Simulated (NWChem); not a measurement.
Basis-set convergence for H₃NPb

```xyz
5

Pb    -0.1672     0.1452     0.0000
H      1.1666     1.4448     0.0000
N      1.3064    -1.3900     0.0000
H      2.3101    -1.2380     0.0000
H      1.0877    -2.3817     0.0000
```
Charge 0, spin multiplicity 1.

All runs are NWChem calculations. Structure: optimised with PBE0/def2-SVP with def2 effective core potentials on Pb, a minimum by its harmonic frequencies. It is one conformer; others weren't searched.

Quantity: dipole moment at the level PBE0.

Effective core potentials replace the inner electrons of Pb; spin-orbit coupling is left out. The structure started from a generated list of species.

Costs are rough ratios of processor time within this set of runs, SCF included, with def2-SVP as 1.

```csv
basis,functions,dipole moment (D),relative cost
def2-SVP,55,___,1
def2-SVPD,76,___,under 3
def2-TZVP,99,1.14,under 3
def2-TZVPD,120,___,4
def2-TZVPP,123,1.14,3
def2-QZVP,229,1.15,60
```

Task: Complete the blanks.

Result: 
- def2-SVP, dipole moment (D): 1.08
- def2-SVPD, dipole moment (D): 1.11
- def2-TZVPD, dipole moment (D): 1.17
